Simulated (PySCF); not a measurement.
PySCF input file for ClH7OSi3, SMILES [SiH3]O[SiH2][SiH2]Cl, B3LYP-D3(BJ)/def2-SVP. Geometry: B3LYP-D3(BJ)/def2-SVP. The structure was generated by enumeration, and PubChem lists no compound with its InChIKey, so it may never have been made. One conformer was computed; it need not be the lowest.

```python
import numpy as np
from pyscf import gto, scf, dft, df
from pyscf.hessian import thermo

mol = gto.M(
    atom='''
    Si   -2.87717114    0.72102469    0.44826635
    O    -1.78340328    0.47195423   -0.77595161
    Si   -0.20662363    0.07744761   -1.13857680
    Si    1.04476359   -0.28660443    0.82115347
    Cl    2.97073511   -0.75529556    0.14463213
    H    -3.39004191    2.11678641    0.38877391
    H    -4.00955995   -0.23489341    0.31282970
    H    -2.19921715    0.50033365    1.76292568
    H    -0.17733720   -1.16235965   -1.96465721
    H     0.42227424    1.18578363   -1.91087421
    H     0.53730447   -1.42648859    1.63541498
    H     1.12774360    0.91907846    1.69265165
    ''',
    basis='def2-SVP',
    charge=0,
    spin=0,
    max_memory=1600,
    verbose=3,
)
mf = dft.RKS(mol, xc='b3lyp').density_fit(auxbasis='def2-universal-jkfit')
mf.disp = 'd3bj'
mf.grids.level = 3
mf.conv_tol = 1e-11
mf.max_cycle = 100
mf.kernel()

# [left out here: the lines that compute and print the analytic Hessian (its translational invariance restored by hand, since the grid's response is missing), thermochemistry and intensities]
```

Log of the run:

```
converged SCF energy = -1407.83944899381

WARN: DFTD3 does not support analytical Hessian, using finite difference


WARN: Mole.unit (angstrom) is changed to Bohr

Mode                                 0                   1                   2
Irrep
Freq [cm^-1]                       18.2465             49.4822             54.4440
Reduced mass [au]                   3.4446              5.4168              3.4796
Force const [Dyne/A]                0.0007              0.0078              0.0061
Char temp [K]                      26.2527             71.1938             78.3328
Normal mode                   x     y     z       x     y     z       x     y     z
       0  Si                -0.02 -0.07 -0.00   -0.10  0.03 -0.06    0.00  0.01 -0.00
       1   O                 0.03  0.12  0.00    0.01 -0.01  0.06    0.04  0.14  0.00
       2  Si                 0.00  0.01  0.00    0.01 -0.00  0.06   -0.02 -0.08 -0.00
       3  Si                 0.02  0.08  0.00    0.06 -0.01  0.03   -0.01 -0.05 -0.00
       4  Cl                -0.02 -0.06 -0.00    0.03 -0.01 -0.05    0.01  0.06  0.00
       5   H                -0.24 -0.15 -0.00   -0.09  0.03 -0.15    0.06  0.03  0.17
       6   H                 0.13 -0.25 -0.01   -0.10  0.03 -0.15   -0.03  0.07 -0.17
       7   H                 0.01  0.03  0.00   -0.24  0.06  0.02   -0.05 -0.20 -0.01
       8   H                -0.07 -0.06  0.09    0.01 -0.00  0.06   -0.18 -0.15  0.09
       9   H                 0.03 -0.08 -0.09    0.01 -0.00  0.06    0.08 -0.21 -0.10
      10   H                -0.02  0.16  0.09    0.09 -0.02  0.04    0.05 -0.08 -0.01
      11   H                 0.09  0.13 -0.08    0.09 -0.02  0.04   -0.08 -0.05  0.00
Mode                                 3                   4                   5
Irrep
Freq [cm^-1]                       75.1955             88.1916            215.4174
Reduced mass [au]                   1.1949              8.8359              8.2061
Force const [Dyne/A]                0.0040              0.0405              0.2244
Char temp [K]                     108.1896            126.8881            309.9377
Normal mode                   x     y     z       x     y     z       x     y     z
       0  Si                 0.01  0.02 -0.00   -0.06  0.01  0.02   -0.00  0.00  0.01
       1   O                 0.01  0.03  0.00   -0.00 -0.00  0.07    0.11 -0.03  0.13
       2  Si                -0.00 -0.01  0.00   -0.03  0.01 -0.06    0.07 -0.02 -0.04
       3  Si                -0.01 -0.06  0.00    0.02 -0.00 -0.09   -0.05  0.01 -0.02
       4  Cl                 0.01  0.03 -0.00    0.07 -0.02  0.07   -0.06  0.02 -0.01
       5   H                -0.37 -0.13 -0.32   -0.06  0.01 -0.03    0.01  0.00 -0.09
       6   H                 0.25 -0.32  0.30   -0.05  0.01 -0.02    0.01 -0.00 -0.09
       7   H                 0.14  0.51  0.02   -0.12  0.04  0.06   -0.16  0.04  0.09
       8   H                -0.03 -0.00 -0.01   -0.09  0.03 -0.08    0.03 -0.00 -0.06
       9   H                 0.03 -0.02  0.01   -0.10  0.03 -0.08    0.03 -0.01 -0.06
      10   H                 0.00 -0.11 -0.06   -0.03  0.01 -0.10   -0.09  0.02 -0.02
      11   H                -0.05 -0.10  0.06   -0.03  0.01 -0.10   -0.09  0.02 -0.03
Mode                                 6                   7                   8
Irrep
Freq [cm^-1]                      352.8201            443.3088            531.4294
Reduced mass [au]                   1.0550              7.9536             13.2399
Force const [Dyne/A]                0.0774              0.9209              2.2031
Char temp [K]                     507.6295            637.8227            764.6085
Normal mode                   x     y     z       x     y     z       x     y     z
       0  Si                -0.00 -0.00 -0.00    0.01 -0.00 -0.01    0.00  0.00 -0.00
       1   O                -0.00 -0.02 -0.00    0.00 -0.00 -0.01    0.01 -0.00  0.00
       2  Si                 0.01  0.02  0.00    0.02 -0.01  0.12    0.00 -0.00  0.02
       3  Si                 0.01  0.03  0.00   -0.02  0.01 -0.12   -0.13  0.03  0.02
       4  Cl                -0.00 -0.01 -0.00   -0.02  0.00  0.01    0.10 -0.02 -0.04
       5   H                 0.02  0.01 -0.00    0.02 -0.00 -0.01    0.00  0.00 -0.00
       6   H                -0.02  0.02  0.00    0.02 -0.00 -0.01    0.00 -0.00 -0.00
       7   H                -0.00 -0.00  0.00    0.03 -0.01 -0.02    0.01 -0.00 -0.00
       8   H                 0.05 -0.24  0.39    0.06 -0.02  0.14    0.04 -0.02  0.05
       9   H                -0.15 -0.17 -0.40    0.06 -0.02  0.14    0.04 -0.00  0.05
      10   H                -0.17 -0.21 -0.43   -0.06  0.02 -0.13   -0.13  0.03  0.02
      11   H                 0.05 -0.28  0.42   -0.06  0.02 -0.13   -0.13  0.03  0.02
Mode                                 9                  10                  11
Irrep
Freq [cm^-1]                      590.9626            596.4143            695.8932
[...]
      11   H                -0.00  0.11 -0.15    0.01  0.01 -0.01   -0.06 -0.05  0.07
Mode                                21                  22                  23
Irrep
Freq [cm^-1]                     1009.2450           1097.5871           2199.9923
Reduced mass [au]                   1.1797              6.1768              1.0397
Force const [Dyne/A]                0.7080              4.3842              2.9647
Char temp [K]                    1452.0789           1579.1834           3165.2991
Normal mode                   x     y     z       x     y     z       x     y     z
       0  Si                -0.05  0.01  0.05   -0.03  0.01  0.03    0.02 -0.01  0.03
       1   O                 0.02 -0.01 -0.03    0.18 -0.04 -0.11   -0.00  0.00  0.00
       2  Si                 0.01 -0.00 -0.00   -0.05  0.01  0.02    0.00 -0.00  0.00
       3  Si                -0.00  0.00  0.00    0.00 -0.00  0.00    0.00 -0.00 -0.01
       4  Cl                -0.00  0.00 -0.00   -0.00  0.00 -0.00    0.00 -0.00 -0.00
       5   H                 0.30  0.11 -0.38   -0.10 -0.02  0.15    0.01  0.01  0.01
       6   H                 0.21 -0.22 -0.39   -0.08  0.05  0.15    0.00 -0.01  0.01
       7   H                 0.43 -0.11 -0.22   -0.11  0.03  0.06   -0.43  0.14 -0.84
       8   H                -0.21 -0.06  0.06   -0.11  0.01 -0.00   -0.00 -0.02 -0.02
       9   H                -0.16  0.15  0.07   -0.10  0.04 -0.00    0.01  0.02 -0.01
      10   H                -0.01 -0.03 -0.05   -0.01 -0.03 -0.05   -0.04 -0.11  0.07
      11   H                 0.01  0.03 -0.04    0.00  0.04 -0.04    0.01  0.11  0.08
Mode                                24                  25                  26
Irrep
Freq [cm^-1]                     2217.3173           2221.7354           2223.4971
Reduced mass [au]                   1.0302              1.0514              1.0301
Force const [Dyne/A]                2.9843              3.0576              3.0006
Char temp [K]                    3190.2259           3196.5825           3199.1173
Normal mode                   x     y     z       x     y     z       x     y     z
       0  Si                -0.00  0.00 -0.00    0.00  0.00  0.00   -0.01  0.00 -0.00
       1   O                -0.00  0.00 -0.00    0.00  0.00 -0.00   -0.00  0.00  0.00
       2  Si                 0.00 -0.00 -0.01   -0.01 -0.03 -0.00   -0.01  0.00  0.02
       3  Si                 0.01 -0.00 -0.02    0.01  0.03  0.00    0.00  0.00 -0.01
       4  Cl                -0.00  0.00 -0.00   -0.00  0.00  0.00    0.00 -0.00 -0.00
       5   H                -0.01  0.02 -0.00    0.00 -0.01  0.00    0.04 -0.12  0.01
       6   H                -0.02 -0.02 -0.00   -0.01 -0.01 -0.00    0.09  0.08  0.01
       7   H                 0.08 -0.02  0.15   -0.00 -0.00 -0.00    0.04 -0.01  0.09
       8   H                -0.01  0.23  0.14   -0.01  0.42  0.29    0.01 -0.51 -0.33
       9   H                -0.12 -0.21  0.14    0.19  0.33 -0.24    0.27  0.49 -0.33
      10   H                -0.21 -0.48  0.32   -0.16 -0.38  0.28   -0.09 -0.22  0.15
      11   H                 0.04  0.53  0.37   -0.03 -0.39 -0.29    0.02  0.20  0.14
Mode                                27                  28                  29
Irrep
Freq [cm^-1]                     2231.0722           2241.0573           2242.7022
Reduced mass [au]                   1.0538              1.0520              1.0294
Force const [Dyne/A]                3.0907              3.1130              3.0505
Char temp [K]                    3210.0162           3224.3825           3226.7492
Normal mode                   x     y     z       x     y     z       x     y     z
       0  Si                 0.00  0.01  0.00    0.01  0.04  0.00   -0.03  0.00 -0.00
       1   O                 0.00  0.00  0.00   -0.00 -0.00  0.00   -0.00  0.00  0.00
       2  Si                -0.01 -0.03 -0.00    0.00  0.01 -0.00    0.00 -0.00 -0.00
       3  Si                -0.01 -0.03 -0.00    0.00  0.00  0.00   -0.00 -0.00  0.00
       4  Cl                 0.00  0.00  0.00   -0.00 -0.00  0.00   -0.00  0.00  0.00
       5   H                 0.04 -0.11  0.01    0.27 -0.73  0.04    0.19 -0.53  0.02
       6   H                -0.09 -0.07 -0.01   -0.43 -0.35 -0.06    0.59  0.51  0.07
       7   H                 0.00  0.00 -0.00    0.00  0.02 -0.01   -0.02  0.00 -0.03
       8   H                -0.01  0.40  0.27   -0.00 -0.06 -0.04   -0.00  0.11  0.07
       9   H                 0.20  0.36 -0.26   -0.05 -0.08  0.06   -0.05 -0.08  0.05
      10   H                 0.16  0.37 -0.27   -0.02 -0.05  0.04    0.01  0.02 -0.02
      11   H                 0.03  0.38  0.28   -0.01 -0.06 -0.04   -0.00 -0.01 -0.01
temperature 298.1500 [K]
pressure 101325.00 [Pa]
Rotational constants [GHz] 5.29525 0.70760 0.63822
Symmetry number 1
Zero-point energy (ZPE) 0.06630 [Eh]   174068.432 [J/mol]
                           tot       elec      trans        rot        vib
Entropy [J/mol/K]       425.224      0.000    170.620    122.538    132.066
Cv [J/mol/K]            127.884      0.000     12.472     12.472    102.941
Cp [J/mol/K]            136.199      0.000     20.786     12.472    102.941
Internal energy [J/mol]                      3718.434   3718.434 191358.662
Internal energy [Eh]   -1407.76373  -1407.83945
Enthalpy [J/mol]                             6197.391   3718.434 191358.662
Enthalpy [Eh]          -1407.76279
Gibbs free energy [J/mol]                  -44672.942 -32816.173 151983.148
Gibbs free energy [Eh] -1407.81108
static polarisability / bohr^3: [[ 9.7744e+01 -6.5940e+00  4.7000e-02]
 [-6.5860e+00  7.3399e+01 -1.8100e-01]
 [ 5.0000e-02 -1.8200e-01  7.9455e+01]]
largest difference of analytic and finite-field dipole derivatives / e: 0.0007506382840762882
mode   freq/cm-1   IR/(km/mol)   Raman/(A^4/amu)   depolarisation
   1       18.25         0.047             0.228            0.750
   2       49.48         0.103             0.177            0.580
   3       54.44         2.372             0.304            0.750
   4       75.20         0.054             0.211            0.750
   5       88.19         3.661             0.499            0.631
   6      215.42         3.257             5.505            0.513
   7      352.82        21.220             0.031            0.745
   8      443.31         2.775            17.558            0.170
   9      531.43        76.000             9.705            0.532
  10      590.96         0.066             4.884            0.750
  11      596.41         2.820            15.478            0.444
  12      695.89        10.102            17.566            0.750
  13      730.36        33.318            16.309            0.750
  14      737.67        17.582             9.214            0.747
  15      743.54        32.416            16.371            0.750
  16      784.74       623.773             3.571            0.671
  17      892.38        76.503             9.239            0.728
  18      949.56       119.638             9.855            0.711
  19      952.96       170.735            19.655            0.734
  20      953.14        81.604            16.147            0.750
  21      961.60       111.965            23.541            0.714
  22     1009.25       291.842            23.889            0.748
  23     1097.59       338.335             1.325            0.750
  24     2199.99        82.986            46.954            0.360
  25     2217.32       174.835            70.135            0.043
  26     2221.74         0.373           211.236            0.749
  27     2223.50        33.680           284.141            0.084
  28     2231.07       152.721             7.341            0.740
  29     2241.06       193.666           101.922            0.668
  30     2242.70       106.939           277.345            0.056
max |gradient| / (hartree/bohr): 3.801113260884243e-05
APT charges: [ 1.5092 -1.3326  1.3108  0.9904 -0.5241 -0.2832 -0.283  -0.293  -0.2839
 -0.2838 -0.2633 -0.2635]
```

Self-consistency was reached.
